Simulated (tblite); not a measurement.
Compound: C6H9O (doublet state).
Geometry (GFN2-xTB, Å), atoms numbered from 1 in this order:
```
atom  x, y, z in Å
C1     2.755    1.079   -0.416
C2     1.799    0.311   -0.830
C3     0.779   -0.358    0.029
C4     0.234   -1.708   -0.363
C5    -0.640   -0.503   -0.473
O6    -1.694   -0.380    0.424
C7    -2.087    0.956    0.638
H8     3.129    1.469    0.502
H9     1.681    0.100   -1.888
H10    0.895   -0.175    1.090
H11    0.018   -2.406    0.430
H12    0.585   -2.164   -1.276
H13   -0.861   -0.111   -1.467
H14   -1.268    1.551    1.057
H15   -2.915    0.925    1.343
H16   -2.419    1.424   -0.297
```

Computed values, GFN2-xTB/tblite, gas phase, harmonic and unscaled. Against measured fundamentals such values can be off by several per cent, at times by over 20. One conformer, not necessarily the lowest. Open shells enter through the occupations alone, without spin polarisation, and single modes of such species can be off by tens of per cent.

Harmonic wavenumbers (cm⁻¹): 66.8, 109.1, 151.5, 180.5, 240.3, 325.5, 398.1, 417.5, 475.1, 600.3, 730.7, 826.2, 857.7, 911.5, 950.7, 963.1, 1024.3, 1060.3, 1071.5, 1080.4, 1088.8, 1133.4, 1136.0, 1199.3, 1211.6, 1236.5, 1286.7, 1371.7, 1403.4, 1448.9, 1467.1, 1487.6, 1702.5, 2907.6, 2929.6, 2941.3, 2988.2, 3030.8, 3056.5, 3090.6, 3115.4, 3193.5.

A = 4916, B = 1669, C = 1350 MHz; mass 97.065 u (most abundant isotopes); point group C1, symmetry number 1; spin multiplicity 2.

Question: Zero-point energy?

Answer: Half the sum of the wavenumbers: 28434 cm⁻¹ = 81.30 kcal/mol.

Question: Give the ideal-gas entropy at 298.15 K and 1 bar in the rigid-rotor, harmonic-oscillator model (classical rotation).

Answer: Translation 39.66, rotation 27.76, vibration 20.31, spin (R ln 2) 1.38: S = 89.1 cal/(mol K).

Question: And Cp and H(298.15 K) − H(0)?

Answer: Cp = 30.87 cal/(mol K), of which vibrations give 22.92 (their classical limit is 42 R = 83.5); H(298.15 K) − H(0) = 5.70 kcal/mol without the zero-point energy, 3.33 from vibrations.

Question: How do the functions run with temperature in this model?

Answer: 
```json
{"T (K)": "50", "S (cal/(mol K))": "56.2", "Cp (cal/(mol K))": "11.3", "H − H(0) (kcal/mol)": "0.45", "G − H(0) (kcal/mol)": "-2.35", "ln q(vib)": "0.22"}
{"T (K)": "100", "S (cal/(mol K))": "65.4", "Cp (cal/(mol K))": "15.7", "H − H(0) (kcal/mol)": "1.13", "G − H(0) (kcal/mol)": "-5.41", "ln q(vib)": "0.96"}
{"T (K)": "373.15", "S (cal/(mol K))": "96.7", "Cp (cal/(mol K))": "37.2", "H − H(0) (kcal/mol)": "8.25", "G − H(0) (kcal/mol)": "-27.84", "ln q(vib)": "6.03"}
{"T (K)": "500", "S (cal/(mol K))": "109.0", "Cp (cal/(mol K))": "46.6", "H − H(0) (kcal/mol)": "13.58", "G − H(0) (kcal/mol)": "-40.89", "ln q(vib)": "8.47"}
{"T (K)": "750", "S (cal/(mol K))": "130.5", "Cp (cal/(mol K))": "59.7", "H − H(0) (kcal/mol)": "27.00", "G − H(0) (kcal/mol)": "-70.90", "ln q(vib)": "13.26"}
{"T (K)": "1000", "S (cal/(mol K))": "149.0", "Cp (cal/(mol K))": "68.2", "H − H(0) (kcal/mol)": "43.06", "G − H(0) (kcal/mol)": "-105.90", "ln q(vib)": "17.83"}
```

q(vib) and H(0) count from the zero-point level.

Question: Which modes carry the vibrational entropy at 298.15 K?

Answer: 66.8 cm⁻¹: 4.25; 109.1 cm⁻¹: 3.28; 151.5 cm⁻¹: 2.65; 180.5 cm⁻¹: 2.32; 240.3 cm⁻¹: 1.80; 325.5 cm⁻¹: 1.28 cal/(mol K); the other 36 give 4.72 together.

Question: Blend soft modes into free rotors: weight 1/[1 + (100 cm⁻¹/ν̃)⁴] for the oscillator and the rest for a rotor with moment μB/(μ + B), μ = h/(8π²ν), B = 10⁻⁴⁴ kg m². What vibrational entropy results?

Answer: 19.25 cal/(mol K) in place of 20.31, which changes −T·S at 298.15 K by +0.32 kcal/mol.

Question: What must be added to the electronic energy to get the Gibbs energy at 298.15 K and 1 bar?

Answer: ZPE + [H(298.15 K) − H(0)] − T·S = 81.30 + 5.70 − 26.57 = 60.43 kcal/mol.

Hindered rotation and anharmonicity are outside this model. Other conformers, if any are populated, would add a mixing term that is left out. The structure is chiral; the term R ln 2 for an equal mix with its mirror image is left out.
